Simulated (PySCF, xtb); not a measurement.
Al(GeH3)(OH)2 (AlGeH₅O₂), SMILES [OH][Al]([OH])[GeH3].

GFN2-xTB run with xtb at its own geometry gives an orbital gap of 4.57 eV and a dipole moment of 2.14 D.

Coordinates come from a PBE0-D3(BJ)/def2-SVP optimisation. The structure was generated by enumeration; whether it is a known compound was not checked. The values are those of a single conformer.

**Question.** What does PBE/def2-TZVP (PySCF) give? (Estimate from the structure and the level; the computed values follow.)

**Answer.** gap 5.61 eV (levels -6.95 and -1.34 eV), dipole 2.53 D.
